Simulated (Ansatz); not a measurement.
Born–Oppenheimer molecular dynamics of CH₅BClN (9 atoms, charge 0, multiplicity 1). It starts from a relaxed structure.

The calculation used Ansatz 0.2.0, RKS PBE0-D4/6-31G.

```
ensemble             : NVT, Langevin thermostat
time step            : 1 fs
steps asked          : 250
set temperature      : 500 K
friction             : 0.005 /fs
temperature schedule : 62 steps to 500 K, then 188 steps to 125 K
seed                 : 913783
```

First frame:

```xyz
9
Properties=species:S:1:pos:R:3
B 0.035 -0.111 -0.098
Cl 0.048 -0.531 1.696
N 1.278 -0.001 -0.714
H 2.149 -0.139 -0.223
H 1.368 0.225 -1.693
C -1.340 0.099 -0.807
H -1.984 -0.778 -0.671
H -1.874 0.947 -0.360
H -1.240 0.288 -1.882
```

Problem. How far do the bonds stretch over the last three quarters of this one trajectory? (Pairs bonded in most of those frames.)

Solution. 
| bond | mean (Å) | spread (Å) | shortest | longest |
| --- | --- | --- | --- | --- |
| B1–Cl2 | 1.846 | 0.035 | 1.80 | 1.92 |
| B1–N3 | 1.396 | 0.026 | 1.35 | 1.44 |
| B1–C6 | 1.565 | 0.031 | 1.51 | 1.64 |
| N3–H4 | 1.011 | 0.021 | 0.97 | 1.05 |
| N3–H5 | 1.010 | 0.019 | 0.97 | 1.05 |
| C6–H7 | 1.101 | 0.028 | 1.05 | 1.16 |
| C6–H8 | 1.103 | 0.032 | 1.05 | 1.16 |
| C6–H9 | 1.099 | 0.015 | 1.06 | 1.14 |

Mean temperature of the second half: 260 K. The schedule's set-point averaged 250 K over the second half and the system 260 K. A run of 0.25 ps of so small a system gives no equilibrium averages. Limits of this set-up: no polarisation functions.

The run took 4.6 min on 1 thread of Intel(R) Xeon(R) 6975P-C (Granite Rapids), on a shared host, peak memory 0.13 GiB.
